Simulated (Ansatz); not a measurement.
Relaxed structures of LiGaHClO, closed shell (PBE0-D4/def2-TZVP; forces vanish, vibrations not checked; lower isomers may exist, and structures with a doubtful reference or unclear bonds are left out; Å). Ansatz 0.2.0; basis: def2-TZVPP; cores frozen in the correlated methods. Filled d shells of the heavier atoms are correlated. The outer core shell of Li, Na, Mg and K is correlated. The def2 sets are not built for correlating such inner shells, so the correlated values are less sure here.

**Question.** Rank them by CCSD(T) energy, lowest first, and give each one's height above the lowest. Links in brackets join atoms within 1.22 times the sum of their covalent radii (1.1 for two metals). (An estimate is asked for; the value comes from the calculation.)
A.
LiGaHClO ([Li]1[Cl][O][GaH]1)
```
5
angstrom
Li -0.1240 0.7984 1.8770
O -0.1019 0.4926 -0.9844
Ga 0.1944 -1.0480 0.2067
Cl -0.3521 1.9110 -0.1543
H 0.3836 -2.1540 -0.9450
```
B.
LiGaHClO ([Li][O][GaH][Cl])
```
5
angstrom
Li -0.4353 2.2922 -1.2898
O -0.1481 0.7523 -0.8580
Ga 0.1179 -0.6344 0.1310
Cl 0.0817 -0.2984 2.2907
H 0.3838 -2.1116 -0.2739
```
C.
LiGaHClO ([O]1[Li]2[Cl][GaH]12)
```
5
angstrom
Li -1.1457 2.1857 -1.7155
O -1.2030 0.4578 -1.5477
Ga 0.1270 0.3148 -0.4820
Cl 0.7207 2.5418 -0.2887
H 1.0327 -0.6125 0.3459
```

**Answer.** By the calculation: C (0.000 eV), B (0.148 eV), A (4.491 eV). Heights count from the lowest.

No T1 diagnostic of these runs exceeds 0.017.

For scale, one of the runs: CCSD(T)/def2-TZVPP, 154 basis functions, launched by `ansatz run in.yaml --threads 2 --pin off --events-out ev --progress --plain --max-ram 4352MiB`. Time: 18 s of wall clock on 2 CPU threads of an Intel Xeon 6975P-C; the host was shared. Peak host memory: 1.1 GiB.
